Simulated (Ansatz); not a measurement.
`C[O][Cd][Cl]` + H₂S → `[SH][Cd][Cl]` + CH₃OH at 700 K and 1 bar (ligand exchange at a Cd–O bond).

Gas-phase electronic energies from Ansatz, PBE0-D4/def2-TZVP geometries. CBS: MP2 limit from def2 TZ/QZ plus the TZ coupled-cluster correction, frozen cores. This one scheme is used for every species. Elements past krypton have def2 core potentials. For Cd outer-core shells are correlated without core-valence functions, which leaves a few kJ/mol of doubt a bond. One conformer a species, not always the lowest.

```
       species  CCSD(T)/CBS energy (Eh)  H − E (kJ/mol)  S (J/(mol·K))
`C[O][Cd][Cl]`               -742.55216           167.9          422.8
           H₂S               -398.97279            64.8          236.9
`[SH][Cd][Cl]`              -1025.94547            70.1          376.0
         CH₃OH               -115.61712           170.8          288.5
```

H − E and S are ideal-gas, rigid-rotor, harmonic terms from PBE0-D4/def2-TZVP, for one conformer and one mirror image of each species. 1 Eh = 2625.50 kJ/mol, R = 8.31446 J/(mol·K).

Task: By hand: ΔE, ΔH, ΔS and ΔG.

Result: ΔE = (-1025.94547) + (-115.61712) − (-742.55216) − (-398.97279) = -0.03764 Eh = -98.8 kJ/mol. Δ(H − E) = 70.1 + 170.8 − 167.9 − 64.8 = 8.2, so ΔH = -90.6 kJ/mol. ΔS = 376.0 + 288.5 − 422.8 − 236.9 = 4.8 J/(mol·K). ΔG = -90.6 − 700 × (4.8)/1000 = -94.0 kJ/mol.

Task: By hand: the equilibrium constant, and the temperature at which ΔG would vanish if ΔH and ΔS stayed fixed.

Result: log₁₀ K = −ΔG/(RT ln 10) = 7.0. ΔH and −TΔS have one sign here, so there is no such temperature.

The number of gas molecules stays the same, so ΔS is small and ΔH decides. A doubt of 5 kJ/mol in ΔE shifts log₁₀ K by 0.4 here. Other conformers and mirror images would add mixing entropy, several J/(mol·K) or more a flexible species. These are equilibria of isolated gas molecules and say nothing of rates. Largest T1 diagnostic: 0.016 (customary marks: 0.02 for closed shells, 0.045 for open ones).

ΔS is within the doubt of such terms, so its sign, and with it that verdict, could turn.
